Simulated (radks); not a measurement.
Values are calculated unless marked as measured or tabulated.
Question: C IV, 3 electrons, occupied as [He] 2s1 (the NIST ground configuration). Code: a radial shooting solver on a logarithmic mesh with Libxc functionals. Model: non-relativistic Kohn-Sham, revPBE, spin-polarised, spherical densities, point nucleus; open shells are filled with parallel spins first. Some entries of the table are withheld. Estimate them.

| orbital | occ. | eigenvalue (hartree) | <r^2> (bohr^2) |
|---|---|---|---|
| 1s up | 1 | -12.20938 | 0.09788 |
| 1s down | 1 | -12.17330 | 0.09788 |
| 2s up | 1 | (1) | (2) |
| 2p up | 0 | (3) | 1.727 |

Answer: 
(1) 2s up eigenvalue (hartree): -2.12153
(2) 2s up <r^2> (bohr^2): 1.894
(3) 2p up eigenvalue (hartree): -1.81584
